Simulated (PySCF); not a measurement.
Computed shifts of a molecule C5H8, PBE0/pcSseg-1 (PySCF), GIAO, gas phase, equivalent atoms averaged, in ppm (number of nuclei): ¹³C: 142.2 (2), 38.2 (2), 28.4 (1). ¹H: 6.26 (2), 2.64 (4), 2.15 (1), 1.97 (1). References: ¹³C against TMS (σ = 186.3 ppm); ¹H against TMS (σ = 31.56 ppm), references at their B3LYP-D3(BJ)/def2-TZVP geometries, non-relativistic. The structure is a stationary point at B3LYP-D3(BJ)/def2-SVP. The values are those of a single conformer.

Which structure fits?
(A) C1=CCCC1
(B) C=CC1CC1
(C) C=C/C=C/C
(D) C[C@@H]1C=CC1

A, C1=CCCC1
